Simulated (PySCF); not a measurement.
**Polarisability and C₆ of Te³⁺ (tellurium, charge +3)**

[Kr] 4d10 5s2 5p1, 2P determinant. Calculation: PySCF 2.14, in aug-cc-pVTZ-PP with ECP28MDF (6s5p4d2f, 55 functions); a scalar-relativistic core potential. Coupled (time-dependent) response in atomic units; α is the mean over directions.

```
 method  mean α (bohr³)         α xx, yy, zz  C₆ (like pair)  S(−4)
    UHF           11.36  11.66, 10.75, 11.66           56.57  39.16
    PBE           10.36  10.46, 10.15, 10.46           50.48  31.05
   PBE0           10.57  10.74, 10.24, 10.74           51.79  32.60
r2SCAN0           10.77  10.97, 10.36, 10.97           54.06  32.86
  B97-3           10.47  10.61, 10.18, 10.61           51.01  31.87
```

S(−4) is the Cauchy moment in α(ω) = α(0) + S(−4) ω² + …

Spin-orbit coupling is absent.

α(iu) at PBE:

```tsv
u (hartree)	α(iu) (bohr³)
0	10.36
0.0500	10.28
0.100	10.06
0.200	9.262
0.300	8.205
0.500	6.097
0.750	4.194
1.00	3.024
1.50	1.809
2.00	1.225
3.00	0.6807
5.00	0.2982
```

For an ion, C₆ is the dispersion term alone; charge-induced terms of lower order in 1/R come first.

The components differ because the open shell of this determinant is not spherical; for a pure term their mean is the scalar polarisability.

Energies and moments cover only the electrons outside the core potential.
